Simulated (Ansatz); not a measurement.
The molecule AlN-, multiplicity 2 (lowest of 2S+1 = 2, 4 at CCSD(T)/def2-TZVPP on PBE0 minima; our sources give no spin for the ground state, which may be another). The T1 diagnostic near the minimum is 0.089, so single-reference values are doubtful.

The constants come from a fifth-degree fit in 1/R (seven points, main isotopes). Runs in def2 and cc sets follow the lowest solution found near the PBE0 minimum.

Programs: Ansatz (Gaussian orbitals). 

Energies at B3LYP/def2-TZVPP:

| R (Å) | E (hartree) |
|---|---|
| 1.584225 | -297.14502258 |
| 1.626812 | -297.15075997 |
| 1.665992 | -297.15358061 |
| 1.710282 | -297.15447356 |
| 1.754572 | -297.15341479 |
| 1.805676 | -297.15031379 |
| 1.865297 | -297.14481856 |

Q: With a reduced mass of 9.2187 u, find the minimum, the force constant and the constants.

A: A fifth-degree polynomial in 1/R puts the minimum at r_e = 1.7067 Å with force constant 441 N/m. Then ω_e = (1/2πc)√(k/μ) = 901 cm⁻¹ and B_e = h/(8π²cμr_e²) = 0.6278 cm⁻¹; the cubic and quartic terms give α_e = 0.0053 and ω_e x_e = 5.6 cm⁻¹.

Ansatz is a program for electronic structure.
